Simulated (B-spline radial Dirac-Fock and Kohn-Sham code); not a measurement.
## Form factor and incoherent scattering function of Tm¹⁸⁺

System: thulium as Tm¹⁸⁺, configuration 1s2 2s2 2p6 3s2 3p6 3d10 4s2 4p6 4d10 4f5.

Input of the calculation (task.json; shells as n, l, electrons):

```json
{"items": [{
  "Z": 69,
  "q": 18,
  "cfg": [[1, 0, 2], [2, 0, 2], [2, 1, 6], [3, 0, 2], [3, 1, 6], [3, 2, 10], [4, 0, 2], [4, 1, 6], [4, 2, 10], [4, 3, 5]],
  "A": 169,
  "rrms": 5.2256,
  "do": ["scatter"],
  "s": [0.0, 0.05, 0.07, 0.08, 0.1, 0.13, 0.16, 0.19, 0.24, 0.3, 0.37, 0.47, 0.58, 0.72, 0.9, 1.12, 1.39, 1.73, 2.16, 2.68, 3.34, 4.16, 5.17],
  "pz": [0, 0.1, 0.15, 0.22, 0.32, 0.46, 0.68, 1.0, 1.5, 2.2, 3.2, 4.6, 6.8, 10.0, 15.0, 22.0, 32.0, 46.0, 68.0, 100.0, 150.0],
  "hv_scatter": [2000, 5000, 8047.8, 10000, 20000, 30000, 50000, 100000]
}]}
```

Command: `python xray_run.py task.json out`

Method: configuration-average Dirac-Fock orbitals. Computed with an atomic code on a B-spline grid. f₀ is the Fourier transform of the spherical electron density, S the Waller-Hartree incoherent function, and s = sin θ/λ. The electron scattering factor follows from the Mott-Bethe formula f_e = 0.023934 Å⁻¹·(Z − f₀)/s².

```
s (Å⁻¹)      f₀       S  f_e (Å)
      0  51.000   0.000        –
   0.05  50.847   0.121  173.786
   0.07  50.702   0.237   89.379
   0.08  50.611   0.308   68.770
    0.1  50.394   0.479   44.532
   0.13  49.983   0.801   26.932
   0.16  49.472   1.197   18.257
   0.19  48.868   1.661   13.347
   0.24  47.669   2.566    8.864
    0.3  45.954   3.826    6.129
   0.37  43.655   5.458    4.431
   0.47  40.020   7.928    3.140
   0.58  35.870  10.634    2.357
   0.72  30.860  13.866    1.761
    0.9  25.485  17.600    1.286
   1.12  20.841  21.625    0.919
   1.39  17.377  25.870    0.639
   1.73  14.689  30.117    0.434
   2.16  11.930  33.991    0.293
   2.68   9.003  37.291    0.200
   3.34   6.525  40.294    0.134
   4.16   5.065  42.952    0.088
   5.17   4.139  45.226    0.058
```

f₀ starts at the number of electrons, 51, and has fallen to half at s ≈ 0.90 Å⁻¹. The sum of ⟨r²⟩ over the electrons is 8.304 bohr². For an ion f_e diverges as s goes to zero, because of the net charge.
